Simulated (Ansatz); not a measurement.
Basis-set series for C₃H₇NSn (`CC1=N[CH]1[SnH3]`). Charge 0, multiplicity 1. Sn: def2 effective core potential. All single points use the PBE0-D4/def2-TZVP geometry.

```json
{"functional": "PBE0-D4", "basis": "def2-TZVPP", "functions": "272", "energy (Eh)": "-387.34961", "HOMO (eV)": "-7.31", "LUMO (eV)": "-0.29"}
{"functional": "PBE0-D4", "basis": "def2-QZVPP", "functions": "520", "energy (Eh)": "-387.36110", "HOMO (eV)": "-7.32", "LUMO (eV)": "-0.34"}
{"functional": "ωB97M-V", "basis": "def2-TZVPP", "functions": "272", "energy (Eh)": "-387.41485", "HOMO (eV)": "-9.47", "LUMO (eV)": "1.61"}
{"functional": "ωB97M-V", "basis": "def2-QZVPP", "functions": "520", "energy (Eh)": "-387.42591", "HOMO (eV)": "-9.48", "LUMO (eV)": "1.25"}
```

Give the rows for def2-SVP. (Estimate.)

Ansatz gave: 
```json
{"functional": "PBE0-D4", "basis": "def2-SVP", "functions": "117", "energy (Eh)": "-387.14963", "HOMO (eV)": "-7.28", "LUMO (eV)": "-0.13"}
{"functional": "ωB97M-V", "basis": "def2-SVP", "functions": "117", "energy (Eh)": "-387.20443", "HOMO (eV)": "-9.41", "LUMO (eV)": "2.15"}
```

Positive LUMOs are unbound and depend on the basis.
